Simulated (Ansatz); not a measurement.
Cartesian coordinates (Å):
```xyz
20

B      3.7521     0.5904     0.2470
C      2.2393     0.3553     0.1478
C      1.2267     1.3446     0.2650
C     -0.0388     0.7502     0.1182
C     -1.2647     1.4161     0.1742
C     -2.5539     0.8952     0.0384
C     -2.9290    -0.4355    -0.1887
C     -2.1504    -1.5844    -0.3399
C     -0.7580    -1.6900    -0.3004
F     -0.2918    -2.9323    -0.4794
C      0.2114    -0.7053    -0.1042
C      1.5975    -0.8977    -0.0788
H      4.1854     1.7009     0.4453
H      4.5237    -0.3315     0.1281
H      1.3984     2.4066     0.4418
H     -1.1988     2.4953     0.3491
H     -3.3746     1.6124     0.1191
H     -4.0076    -0.6070    -0.2600
H     -2.6692    -2.5302    -0.5116
H      2.1022    -1.8529    -0.2110
```
Charge 0, multiplicity 1.

Level of theory: frozen-core CCSD(T)/cc-pVDZ // B3LYP-D3(BJ)/def2-SVP in Ansatz (an electronic-structure program). The restricted HF reference is unstable towards unrestricted orbitals.

```
Item                            Value
----------------------  -------------
HF energy               -507.43177 Ha
MP2 correlation energy    -1.56498 Ha
```

Question: Estimate the CCSD correlation energy, the (T) correction, the total energy and the T1 diagnostic.

Answer: 
```
Item                            Result
-----------------------  -------------
CCSD correlation energy    -1.61705 Ha
(T) correction             -0.07550 Ha
CCSD(T) total energy     -509.12432 Ha
T1 diagnostic                    0.014
```
